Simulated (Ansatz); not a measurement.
Ansatz (a first-principles code) input:

Ansatz 0.2 input:
```yaml
crystal:
  periodic: [false, false, false]
  atoms:
    - {symbol: F, position_ang: [1.38852708, 1.07823850, 0.16063727]}
    - {symbol: C, position_ang: [0.64654458, -0.03593741, 0.05689509]}
    - {symbol: C, position_ang: [-0.66035754, 0.02163958, -0.05861195]}
    - {symbol: F, position_ang: [-1.51423375, -0.96205630, -0.16806563]}
    - {symbol: H, position_ang: [1.21423778, -0.95985283, 0.07715640]}
basis:
  gaussian:
    orbitals: def2-TZVPD
hamiltonian:
  xc: {name: r2SCAN0}
magnetization: {spin_polarized: true, initial_magnetization: 1}
output: {forces: true}
```

Problem. What final total energy does it print?

Solution. -276.31989 Eh (r2SCAN0/def2-TZVPD). The basis has 163 functions.

It need not be the lowest isomer of its formula.
